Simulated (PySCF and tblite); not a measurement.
The numbers below are computed, except where a source is named.
System: C4H11NSi, numbered as in [CH2:1]1[CH2:2][NH:3][CH2:4][SiH2:5][CH2:6]1.

Geometries: GFN2-xTB; energies: PBE0/pcSseg-1 + D3(BJ); zero-point and thermal terms from GFN2-xTB harmonic modes (soft modes blended into free rotors). Rate constants are transition-state-theory values, counting equivalent paths, without tunnelling. Run with tblite and PySCF.

What barrier does the pyramidal inversion at N3 meet, and how fast is it at 298 K?

The electronic barrier is 3.1 kcal/mol and ΔG‡(298 K) 1.8 kcal/mol, over a C1 saddle with an imaginary mode of 670i cm⁻¹ (GFN2-xTB). With 1 equivalent path, k is 2.8×10¹¹ s⁻¹, a mean lifetime of the start of 3.5 ps against this motion. The end lies 1.8 kcal/mol below the start in free energy.
